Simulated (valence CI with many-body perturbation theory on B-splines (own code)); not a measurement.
# Hyperfine factors and g values of Dy²⁵⁺

Calculated by valence CI with perturbative core correlation (CI+MBPT): five valence electrons over a frozen Dirac-Fock core [Kr], a basis of 7 s, 7 p, 8 d, 6 f, 4 g, 1 h functions for each j, with the one-electron correlation potential Σ1 (screened to all orders), the two-electron term Σ2, the three-electron term Σ3, Breit, model QED; selected single and double excitations, second order for the rest, scaled by the run's own slope (own B-spline code, finite nucleus).

No measured spectrum was set against this ion. As an estimate, terms of the open shell hold to 2 to 4 % of their energy, and close levels can change places. Among the levels kept, up to 250 cm⁻¹ of a level comes from second order outside the variational space, and about a tenth of that is noise between levels of different J, which matters for small intervals. The list stops below the first excitations out of the core.

A/g_I is the dipole constant over the nuclear g factor μ/I (μ in nuclear magnetons, uniformly magnetised nucleus), B/Q the quadrupole constant per barn. Both hold the static response of the core; the bare values leave it out. Large factors of s and p1/2 electrons are usually good to 5 to 10 %; those of open d and f shells near neutrality can be off by tens of per cent, and small factors of p3/2, d and f electrons come from cancelling terms and can be off by a factor of two or in sign, in half-filled shells by more. B is blank for J = 1/2, where it vanishes, and for nearly pure S terms. Energies count from the lowest level.

Levels are named by their leading jj configuration (3d3/2^4 stands for four electrons in 3d with j = 3/2), which in mixed levels can hold well under half, so a name can repeat and another be missing. Letters in brackets count levels of one name in rising energy.

```tsv
Level	E (cm⁻¹)	g	A/g_I (MHz)	A/g_I bare	B/Q (MHz/b)	B/Q bare
(4d3/2^4 4d5/2) J=5/2	0	1.585	2450	3340	5620	5350
(4d3/2^3 4d5/2^2) J=5/2 [a]	48605	1.236	3690	3970	6340	6050
(4d3/2^3 4d5/2^2) J=7/2 [a]	78119	1.148	6130	6250	10700	10200
(4d3/2^3 4d5/2^2) J=3/2 [a]	80958	1.250	6980	7260	8670	8310
(4d3/2^3 4d5/2^2) J=11/2	83959	1.145	7580	7680	-178	-215
(4d3/2^3 4d5/2^2) J=9/2	91840	1.154	6810	6930	9840	9420
(4d3/2^3 4d5/2^2) J=5/2 [b]	95072	1.135	6780	6860	1770	1710
(4d3/2^3 4d5/2^2) J=1/2	100080	1.806	-3910	-2600		
(4d3/2^3 4d5/2^2) J=7/2 [b]	111610	1.117	8050	8100	-9100	-8710
(4d3/2^2 4d5/2^3) J=5/2 [a]	126280	1.224	3940	4190	210	201
(4d3/2^3 4d5/2^2) J=3/2 [b]	138040	0.792	13700	13100	-8840	-8470
(4d3/2^2 4d5/2^3) J=7/2 [a]	139400	1.214	5360	5590	-2610	-2510
(4d3/2^2 4d5/2^3) J=11/2	143580	1.066	7840	7800	463	452
(4d3/2^2 4d5/2^3) J=9/2 [a]	148760	1.147	6600	6710	-1850	-1780
(4d3/2^2 4d5/2^3) J=1/2 [a]	151540	0.653	18500	17600		
(4d3/2^2 4d5/2^3) J=13/2	157510	1.074	8250	8230	-8.28	1.38
(4d3/2^2 4d5/2^3) J=3/2 [a]	157700	1.199	6350	6550	741	701
(4d3/2^2 4d5/2^3) J=5/2 [b]	162270	1.013	8950	8810	-2220	-2100
(4d3/2^2 4d5/2^3) J=9/2 [b]	177340	1.109	7440	7480	787	756
(4d3/2^2 4d5/2^3) J=7/2 [b]	181410	0.990	10100	9930	-670	-641
(4d3/2^2 4d5/2^3) J=5/2 [c]	184450	1.037	8630	8530	2420	2300
(4d3/2^2 4d5/2^3) J=3/2 [b]	191710	0.812	12900	12400	930	912
(4d3/2^2 4d5/2^3) J=1/2 [b]	200430	1.856	-4400	-3000		
(4d3/2^2 4d5/2^3) J=7/2 [c]	200670	1.058	9030	8970	1830	1750
(4d3/2 4d5/2^4) J=5/2 [a]	212000	1.230	3740	4010	-5930	-5670
(4d3/2^2 4d5/2^3) J=9/2 [c]	218340	1.103	7540	7570	7060	6790
(4d3/2 4d5/2^4) J=7/2 [a]	232060	1.194	5650	5840	-14100	-13500
(4d3/2 4d5/2^4) J=11/2	239160	1.068	8060	8020	-256	-190
(4d3/2 4d5/2^4) J=3/2 [a]	242000	0.900	8860	8520	-9250	-8870
(4d3/2 4d5/2^4) J=5/2 [b]	253150	1.131	6510	6590	6840	6570
(4d3/2 4d5/2^4) J=9/2	258830	1.111	7130	7170	-15800	-15200
(4d3/2^2 4d5/2^3) J=3/2 [c]	258980	1.213	6450	6670	-5860	-5630
(4d3/2^2 4d5/2^3) J=5/2 [d]	268600	1.109	6790	6820	-841	-791
(4d3/2 4d5/2^4) J=7/2 [b]	274750	0.975	9410	9200	14000	13400
(4d3/2 4d5/2^4) J=1/2	299530	1.011	-486	-587		
(4d3/2 4d5/2^4) J=3/2 [b]	334050	0.881	13300	12900	13600	13100
(4d5/2^5) J=5/2	335350	1.163	5620	5760	-14200	-13600
```

Question: Take the isotope of mass number 161, with I = 5/2, μ = -0.479 μN, leaving out the quadrupole term. What is the hyperfine structure of (4d3/2^4 4d5/2) J=5/2?

Answer: From the table A = -469 MHz. Shifts from the centre of gravity in MHz: F = 0: 4100, F = 1: 3630, F = 2: 2700, F = 3: 1290, F = 4: -586, F = 5: -2930.
